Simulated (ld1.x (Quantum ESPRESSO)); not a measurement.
## What one change does to a pseudopotential (boron, TM)

- Element: B
- Generator: ld1.x (Quantum ESPRESSO) 7.5
- Type: norm-conserving Troullier–Martins (Kleinman–Bylander form)
- Functional: PBE
- Relativity: scalar-relativistic
- Frozen core: [He]
- Valence charge: 3
- Reference configuration: 2s1.5 2p1.5
- Partial waves: 2s (bound): rc 1.45 bohr; 2p (bound): rc 2.60 bohr; 3d channel at 0.35 Ry: rc 2.05 bohr
- Local potential: all-electron potential smoothed inside 1.55 bohr (lloc = -2)
- Core correction: none

Change: all radii scaled by about 0.75 (s 1.08, p 1.94, d 1.54 bohr); local potential all-electron potential smoothed inside 1.16 bohr (lloc = -2).

Cutoffs: the cutoffs (Ry, on a coarse ladder) from which the occupation-weighted sum of valence levels, in a spherical-Bessel basis at the reference potential, stays within 10 and 1 mRy of its value at 400 Ry; they do not see the model core or the augmentation charge, which bear on the density cutoff. Errors are all-electron minus pseudo energies relative to the spin-unpolarised reference configuration.

Task: Predict the effect on cutoff, ghosts and configuration errors.

Result: The potential gets harder (18 Ry and 50 Ry → 25 Ry and 70 Ry); of the 7 tests that both files solve, the error grows in 2 and shrinks in 5 by more than 15 % and 0.3 meV (median size 3.2 → 2.2 meV); neither file shows a bound ghost. A smaller radius makes the pseudo-wave follow the all-electron one further in, where it bends more sharply, so more plane waves are needed.

| quantity | base | changed |
| --- | --- | --- |
| cutoff, loose | 18 Ry | 25 Ry |
| cutoff, tight | 50 Ry | 70 Ry |
| loose cutoff by channel (10 mRy a level) | s 18 Ry, p 15 Ry | s 18 Ry, p 21 Ry |
| bound ghosts | none | none |
| error for 2s2 2p1, meV [ΔE -2.92 eV] | -1.1 | +2.2 |
| error for 2s2 2p0, meV [ΔE 5.30 eV] | +78 | +51 |
| error for 2s1 2p0, meV [ΔE 30.72 eV] | +262 | +151 |
| error for 2s1 2p1, meV [ΔE 11.44 eV] | -1.1 | +0.3 |
| error for 2s2 2p1.3, meV [ΔE -3.66 eV] | -3.2 | +0.5 |
| error for 2s1 2p2, meV [ΔE 2.93 eV] | -1.3 | +1.9 |
| error for 2s0 2p3, meV [ΔE 8.80 eV] | -18 | +9.8 |
